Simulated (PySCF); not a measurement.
Species: `N[SiH2]OC(=O)[SiH3]`. The columns A, B, C and D hold Mulliken, IAO, Hirshfeld and ESP-fitted charges (e) of one PBE0/pcSseg-1 density (PySCF), in a shuffled order. Coordinates in Å (GFN2-xTB); the density's dipole moment is (-0.55, 0.93, 2.52) D.

```
atom       x       y       z       A       B       C       D
  N1  -2.224   0.725   1.119  -0.620  -0.323  -0.853  -1.058
 Si2  -1.673  -0.360  -0.091  +0.869  +0.428  +1.112  +0.859
  O3  -0.051   0.024  -0.053  -0.572  -0.186  -0.583  -0.436
  C4   0.823  -0.468  -0.919  +0.249  +0.128  +0.286  +0.551
  O5   0.505  -1.237  -1.792  -0.394  -0.248  -0.436  -0.514
 Si6   2.577   0.230  -0.606  +0.530  +0.322  +0.575  +0.302
  H7  -3.192   0.701   1.384  +0.193  +0.120  +0.264  +0.400
  H8  -1.641   0.910   1.920  +0.198  +0.120  +0.270  +0.389
  H9  -2.266   0.040  -1.359  -0.111  -0.078  -0.150  -0.115
 H10  -1.792  -1.793   0.178  -0.123  -0.086  -0.171  -0.157
 H11   2.718   0.389   0.841  -0.079  -0.070  -0.109  -0.081
 H12   3.563  -0.693  -1.159  -0.072  -0.064  -0.106  -0.072
 H13   2.651   1.534  -1.265  -0.069  -0.063  -0.100  -0.068
```

**Question.** Which column most likely holds the ESP-fitted charges?

**Answer.** D. Σ q r misses the density's dipole by 0.05 D (D), 1.02 D (C), 1.09 D (B), 1.90 D (A). Charges fitted to the outside potential are the only set here that is tied to the molecule's multipoles.

**Question.** And the Hirshfeld charges?

**Answer.** B. The mean sizes are 0.172 e (B), 0.314 e (A), 0.385 e (D), 0.386 e (C), and Hirshfeld charges are commonly the smallest of these schemes.

As computed, A = Mulliken, B = Hirshfeld, C = IAO, D = ESP-fitted.

The Hirshfeld scheme weights the molecular density at each point by an atom's share of the summed free-atom densities. The Mulliken scheme counts on each atom the diagonal of the density matrix times the overlap matrix over that atom's basis functions.

Isolated species at its GFN2-xTB geometry (one conformer only).

Shape of the structure used: `[NH2:1][SiH2:2][O:3][C:4](=[O:5])[SiH3:6]`: N1–Si2–O3–C4 -173°, Si2–O3–C4–O5 -1°, H–N1–Si2–O3 -176°, H–N1–Si2–O3 -36°.
